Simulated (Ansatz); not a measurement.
[CrS4]2- (CrS4²⁻). Total charge -2; singlet. Geometry PBE-D4/def2-SVPD.

| atom | x (Å) | y (Å) | z (Å) |
| --- | --- | --- | --- |
| Cr1 | 0.001 | -0.001 | 0.000 |
| S2 | 0.421 | -1.575 | 1.327 |
| S3 | 0.780 | -0.456 | -1.898 |
| S4 | 0.877 | 1.772 | 0.712 |
| S5 | -2.079 | 0.260 | -0.141 |

A multiply charged anion in the gas phase is held together partly by the finite basis. At HF/def2-TZVPD the restricted singlet is unstable: a solution with broken spin symmetry lies lower. The restricted singlet is unstable towards broken spin symmetry in Hartree–Fock (as tested in another run); at revPBE-D4/def2-TZVPD, BLYP-D4/def2-TZVPD, r2SCAN-D4/def2-TZVPD, PBE0-D4/def2-SVPD this wasn't settled. At revPBE-D4/def2-TZVPD, BLYP-D4/def2-TZVPD, r2SCAN-D4/def2-TZVPD, PBE0-D4/def2-SVPD the highest occupied level of the charge -2 singlet lies above zero (up to 3.30 eV). The electron is either unbound and held by the finite basis, or the level is raised by self-interaction error.

(1) Estimate the orbital energies around the gap (eV) in Ansatz with HF/def2-TZVPD, revPBE-D4/def2-TZVPD, BLYP-D4/def2-TZVPD, r2SCAN-D4/def2-TZVPD, PBE0-D4/def2-SVPD.

Results:

(1) 
| orbital | HF/def2-TZVPD | revPBE-D4/def2-TZVPD | BLYP-D4/def2-TZVPD | r2SCAN-D4/def2-TZVPD | PBE0-D4/def2-SVPD |
| --- | --- | --- | --- | --- | --- |
| HOMO−5 | -2.19 | 1.75 | 1.86 | 1.46 | 0.56 |
| HOMO−4 | -2.19 | 1.75 | 1.86 | 1.46 | 0.56 |
| HOMO−3 | -2.18 | 1.75 | 1.87 | 1.46 | 0.56 |
| HOMO−2 | -0.07 | 3.21 | 3.30 | 2.99 | 2.24 |
| HOMO−1 | -0.07 | 3.21 | 3.30 | 2.99 | 2.24 |
| HOMO | -0.07 | 3.21 | 3.30 | 2.99 | 2.24 |
| LUMO | 6.71 | 4.53 | 4.59 | 4.45 | 5.06 |
| LUMO+1 | 6.71 | 4.53 | 4.59 | 4.45 | 5.07 |
| LUMO+2 | 6.71 | 5.20 | 5.25 | 5.33 | 5.80 |
| LUMO+3 | 6.72 | 5.20 | 5.25 | 5.33 | 5.80 |
| LUMO+4 | 7.57 | 5.20 | 5.25 | 5.34 | 5.80 |
| LUMO+5 | 7.57 | 5.35 | 5.45 | 5.89 | 6.18 |
